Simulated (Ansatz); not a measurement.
Relaxation of C2H9B2N (14 atoms, charge 0, multiplicity 1), to a largest force component of 0.015 eV/Å in at most 40 steps.

Level of theory: RKS PBE/6-31G in Ansatz 0.2.0.

```xyz
14
Properties=species:S:1:pos:R:3
B -1.057 1.804 0.333
C -0.534 0.408 0.712
N 0.468 -0.030 -0.263
B -0.070 -0.570 -1.540
C 1.339 -1.089 0.333
H -1.926 2.374 1.000
H -0.686 2.416 -0.636
H -1.327 -0.304 0.785
H -0.086 0.544 1.770
H -0.672 -1.537 -1.606
H 0.318 -0.045 -2.599
H 0.745 -1.948 0.691
H 1.829 -0.651 1.218
H 2.088 -1.411 -0.352
```

Task: Where does it end, and by what steps?

Result: It converged. Limits of this set-up: no polarisation functions. After 20 steps the energy has fallen by 2.119 eV; H10 moved furthest, 1.82 Å.

| step | energy less start (eV) | largest force component (eV/Å) | accepted |
| --- | --- | --- | --- |
| 0 | 0.0000 | 2.080 | yes |
| 1 | -0.2860 | 1.174 | yes |
| 2 | -0.3964 | 0.467 | yes |
| 3 | -0.4296 | 0.414 | yes |
| 4 | -0.5559 | 0.521 | yes |
| 5 | -0.7363 | 0.825 | yes |
| 6 | -0.9593 | 1.034 | yes |
| 7 | -1.2619 | 0.798 | yes |
| 8 | -1.5515 | 0.677 | yes |
| 9 | -1.7837 | 0.494 | yes |
| 10 | -1.9396 | 1.281 | yes |
| 11 | -2.0573 | 0.725 | yes |
| 12 | -2.0489 | 0.480 | no |
| 13 | -2.0947 | 0.150 | yes |
| 14 | -2.1117 | 0.066 | yes |
| 15 | -2.1171 | 0.104 | yes |
| 16 | -2.1180 | 0.055 | yes |
| 17 | -2.1178 | 0.088 | no |
| 18 | -2.1187 | 0.022 | yes |
| 19 | -2.1189 | 0.015 | yes |
| 20 | -2.1189 | 0.004 | yes |

```xyz
14
Properties=species:S:1:pos:R:3
B -1.304 1.632 0.301
C -0.569 0.324 0.740
N 0.297 -0.362 -0.247
B 0.022 -0.377 -1.625
C 1.407 -1.125 0.357
H -2.209 2.038 0.988
H -0.922 2.297 -0.625
H -1.248 -0.409 1.226
H 0.063 0.699 1.588
H -0.948 0.209 -2.038
H 0.751 -0.991 -2.363
H 1.024 -1.886 1.064
H 2.088 -0.454 0.915
H 1.977 -1.631 -0.435
```

Whether the end is a true minimum wasn't checked by a vibrational analysis.

Run time: 94 s on 1 thread of Intel(R) Xeon(R) Platinum 8259CL CPU @ 2.50GHz (Skylake/Cascade Lake) (shared host), peak memory 0.23 GiB.
